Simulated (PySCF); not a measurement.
B(CCH)(Cl)(OH) (C2H2BClO), SMILES ClB(O)C#C. Heavy atoms are numbered as in [B:1]([C:2]#[CH:3])([Cl:5])[OH:6]. Hydrogens are named by the atom that carries them.

Coordinates come from a PBE0-D3(BJ)/def2-SVP optimisation. The values are those of a single conformer.

All values below come from B3LYP/pcSseg-1 run with PySCF.

GIAO shieldings, no solvent; atoms alike by connectivity are averaged. δ = σ(ref) − σ: ¹¹B against BF3 (σ = 86.3 ppm); ¹³C against TMS (σ = 181.3 ppm); ¹H against TMS (σ = 31.68 ppm); ³⁵Cl against HCl (σ = 933.3 ppm); ¹⁷O against H2O (σ = 333.8 ppm), references at their B3LYP-D3(BJ)/def2-TZVP geometries, non-relativistic (without spin–orbit terms, shifts of atoms bonded to Cl or Br come out too high).

```json
[
 {"atoms": "B1", "nucleus": "¹¹B", "count": "1", "δ (ppm)": "…"},
 {"atoms": "C3 (CH)", "nucleus": "¹³C", "count": "1", "δ (ppm)": "…"},
 {"atoms": "C2", "nucleus": "¹³C", "count": "1", "δ (ppm)": "87.2"},
 {"atoms": "H on O6", "nucleus": "¹H", "count": "1", "δ (ppm)": "5.88"},
 {"atoms": "H on C3", "nucleus": "¹H", "count": "1", "δ (ppm)": "3.02"},
 {"atoms": "Cl5", "nucleus": "³⁵Cl", "count": "1", "δ (ppm)": "…"},
 {"atoms": "O6 (OH)", "nucleus": "¹⁷O", "count": "1", "δ (ppm)": "189.0"}
]
```

**Question.** What belongs in the gaps? (An estimate is asked for; the answer gives what the named calculation found.)

**Answer.** 
- Cl5, δ (ppm): 161.7
- B1, δ (ppm): 19.7
- C3 (CH), δ (ppm): 101.0
